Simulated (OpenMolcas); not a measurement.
O2+: effect of the IPEA shift

```
Program             : OpenMolcas 26.06
Basis               : ANO-RCC-VTZP [4s3p2d1f]
Scalar Hamiltonian  : DKH2, point nucleus
Active space        : 4 electrons in 4 orbitals (2s 2p)
State averaging     : 2S+1 = 3 even, 6 roots; 2S+1 = 1 even, 11 roots kept (CI in the orbitals of an earlier block); 2S+1 = 5 odd, 1 root; 2S+1 = 3 odd, 9 roots kept (CI in the orbitals of an earlier block); 2S+1 = 1 odd, 8 roots kept (CI in the orbitals of an earlier block)
Spin-orbit coupling : state interaction with AMFI integrals over the reference wave functions, term energies averaged over their components
```

Methods on the same reference wave functions:
A. CASSCF
B. MS-CASPT2, IPEA 0 Eh, imaginary shift 0.1 Eh (closed shells correlated: 1s)
C. MS-CASPT2, IPEA 0.25 Eh, imaginary shift 0.1 Eh (closed shells correlated: 1s)

Energies in cm-1 above 2s2 2p2 3P0, the measured ground level; measured values from Moore, Selected Tables of Atomic Spectra, NSRDS-NBS 3, section 11.

| Level | A | B | C | Measured |
| --- | --- | --- | --- | --- |
| 2s2 2p2 3P0 | 0.0 | 0.0 | 0.0 | 0.0 |
| 2s2 2p2 3P1 | 106 | 106 | 106 | 113 |
| 2s2 2p2 3P2 | 312 | 313 | 313 |  |
| 2s2 2p2 1D2 | 22386 | 20970 | 20570 | 20273 |
| 2s2 2p2 1S0 | 40532 | 43470 | 43000 | 43186 |
| 2s 2p3 5S* 2 | 49125 | 58360 | 57820 | 60325 |
| 2s 2p3 3D* 2 | 123670 | 118810 | 118920 |  |
| 2s 2p3 3D* 1 | 123671 | 118810 | 118930 |  |
| 2s 2p3 3D* 3 | 123672 | 118810 | 118930 |  |
| 2s 2p3 3P* 0 | 146324 | 142780 | 142740 |  |
| 2s 2p3 3P* 1 | 146325 | 142780 | 142740 |  |
| 2s 2p3 3P* 2 | 146326 | 142780 | 142740 |  |
| 2s 2p3 1D* 2 | 204808 | 188560 | 189280 | 187054 |
| 2s 2p3 3S* 1 | 211395 | 197940 | 199600 | 197088 |
| 2s 2p3 1P* 1 | 227462 | 212540 | 212980 | 210462 |

Deviations, from unrounded energies. A percentage is the sum of absolute deviations over the sum of measured energies, with the sign that they share, or ± where signs differ.

```tsv
Against measurement	Levels	A	B	C
mean absolute deviation (cm-1)	7	9300	1100	1500
fine structure of the ground term (%)	1	-6.5	-6.3	-6.3
other terms of the ground configuration (%)	2	±7.5	+1.5	±0.8
other configurations (%)	4	±9.2	±1.0	±1.5
```

B lies closest to measurement on these levels and A furthest from it. The largest miss of B in the table is 2s 2p3 1P* 1, by +2100 cm-1. The ranking rests on the paired levels alone, and a cruder setting can come out closer through cancelling errors.

Between B and C the level of the table that moves most is 2s 2p3 3S* 1, by 1700 cm-1 (lowest in B, highest in C). Moves below CASPT2's spread within the term are not significant.

From A to B the spin-free energies of the other terms of 2s2 2p2 shown, above 3P, scale by factors of 0.94 to 1.07.

The lowest spin-free term lies below A's lowest term by 0.077 hartree in B, 0.073 hartree in C.

CASPT2 breaks the degeneracy within a term, and the mean is taken; among the terms shown or strongly mixed into the levels shown the widest spread is 400 cm-1 (2s 2p3 3D*, C). Terms from blocks run as CI alone lack orbitals of their own. Measured partners are found by configuration, term and J. A level has none where our copy of the source lacks it or the pairing is in doubt (some pairs that miss far off the trend of their configuration count as doubtful), and it then counts in no deviation. Only configurations of the active space appear. The table leaves out levels that lie high or whose names do not pair safely across all columns.

* marks odd parity.
